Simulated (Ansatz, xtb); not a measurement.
C3H8O3Si2: which of two isomers lies lower

Structure I is `C[Si@@H]1O[SiH2]CC(=O)O1`, a singlet and structure II is `O[Si@@H]1O[SiH2]C2(CC2)O1`, a singlet. Both are isolated molecules in the gas phase, relaxed with B3LYP/def2-SVP; the shapes shown needn't be the lowest conformers.

I (Å):

```yaml
atoms:
  - { symbol: C, position_ang: [-0.8649, 0.3314, 2.2341] }
  - { symbol: C, position_ang: [-0.1424, -2.7080, -1.4301] }
  - { symbol: C, position_ang: [0.9234, -1.8337, -0.7872] }
  - { symbol: O, position_ang: [-1.9292, -1.8209, 0.5733] }
  - { symbol: O, position_ang: [2.1019, -2.0330, -0.8698] }
  - { symbol: O, position_ang: [0.4465, -0.7633, -0.0899] }
  - { symbol: Si, position_ang: [-1.0842, -0.3832, 0.5360] }
  - { symbol: Si, position_ang: [-1.5337, -3.2313, -0.2419] }
  - { symbol: H, position_ang: [-1.8428, 0.5834, 2.6755] }
  - { symbol: H, position_ang: [-0.3571, -0.3864, 2.8973] }
  - { symbol: H, position_ang: [-0.2596, 1.2510, 2.1892] }
  - { symbol: H, position_ang: [-1.7460, 0.5605, -0.4017] }
  - { symbol: H, position_ang: [-1.0776, -4.2662, 0.7254] }
  - { symbol: H, position_ang: [-2.7082, -3.7358, -1.0025] }
  - { symbol: H, position_ang: [-0.6342, -2.1155, -2.2243] }
  - { symbol: H, position_ang: [0.3513, -3.5632, -1.9135] }
```

II (Å):

```yaml
atoms:
  - { symbol: C, position_ang: [-0.9589, -0.2680, 0.3434] }
  - { symbol: C, position_ang: [-2.3669, -0.6297, -0.0557] }
  - { symbol: C, position_ang: [-2.0721, 0.7418, 0.4962] }
  - { symbol: O, position_ang: [2.2968, -1.2145, -1.5656] }
  - { symbol: O, position_ang: [1.5520, -0.8939, 1.0994] }
  - { symbol: O, position_ang: [-0.0522, -0.0386, -0.7342] }
  - { symbol: Si, position_ang: [1.5886, -0.2409, -0.4428] }
  - { symbol: Si, position_ang: [0.0217, -1.0375, 1.7838] }
  - { symbol: H, position_ang: [1.9047, -2.0793, -1.7369] }
  - { symbol: H, position_ang: [2.3538, 1.0149, -0.4913] }
  - { symbol: H, position_ang: [-0.0847, -0.2736, 3.0581] }
  - { symbol: H, position_ang: [-0.3129, -2.4671, 2.0425] }
  - { symbol: H, position_ang: [-2.9268, -1.3480, 0.5526] }
  - { symbol: H, position_ang: [-2.5445, -0.7074, -1.1321] }
  - { symbol: H, position_ang: [-2.4181, 1.0039, 1.5016] }
  - { symbol: H, position_ang: [-2.0549, 1.5736, -0.2137] }
```

Energies in hartree; the thermal terms are from GFN2-xTB frequencies at re-optimised GFN2-xTB minima (ideal gas, soft modes damped towards free rotors, one conformer each, 298.15 K, 1 atm) and include the zero-point energy:

|  | I | II |
| --- | --- | --- |
| E, CCSD(T)/def2-SVP | −921.670647 | −921.644573 |
| E, MP2/def2-SVP | −921.574295 | −921.551136 |
| E, MP2/def2-TZVPP | −922.492649 | −922.478772 |
| zero-point energy | 0.107364 | 0.108550 |
| H(298 K) − E | 0.118520 | 0.119099 |
| G(298 K) − E | 0.071615 | 0.074216 |

**Question.** Correct the CCSD(T) difference for the basis set by the MP2 change, then work out ΔE, ΔE₀, ΔH and ΔG for I → II in kcal/mol (1 Eh = 627.51 kcal/mol) and the equilibrium ratio [II]/[I].

**Answer.** 1. Differences II − I: CCSD(T) +0.026074, MP2 in the small set +0.023159, MP2 in the large set +0.013877 Eh.
2. ΔE = +0.026074 + (+0.013877 − (+0.023159)) = +0.016792 Eh = +10.54 kcal/mol.
3. ΔE₀ = ΔE + ΔZPE = +0.016792 + (+0.001186) Eh = +11.28 kcal/mol.
4. ΔH = ΔE + (+0.000579) Eh = +10.90 kcal/mol.
5. ΔG = ΔE + (+0.002601) Eh = +12.17 kcal/mol, so ΔS = (ΔH − ΔG)/T = −17.8 J/(mol K).
6. kT = 0.9442 mEh, so K = [II]/[I] = exp(−ΔG/kT) = exp(−20.54) ≈ 1.2 × 10^−9.

Structure I is favoured at this temperature. An error of 1 kcal/mol in ΔG would change K by a factor of 5.4. The basis-set step is large, which makes the value less sure. GFN2-xTB gave ΔE the other sign. Mirror images and further conformers aren't counted.

As drawn, II has 1 O–Si, 2 C–C, 1 O–H in place of 1 C–Si, 1 C=O, 1 C–H. Structure I has a 6-membered ring, II a 3-membered ring and a 5-membered ring.

Other levels gave ΔE = −8.0 (GFN2-xTB); +25.6 (HF/STO-3G, GFN2-xTB geometries); +17.9 (r2SCAN-D4/def2-SVP, GFN2-xTB geometries); +19.5 (B3LYP/def2-SVP); +19.9 (HF/def2-SVP); +14.5 (MP2/def2-SVP); +16.4 (CCSD(T)/def2-SVP) kcal/mol. The correlated steps freeze 16 core orbitals. Programs: Ansatz 0.2.0, xtb 6.7.1.
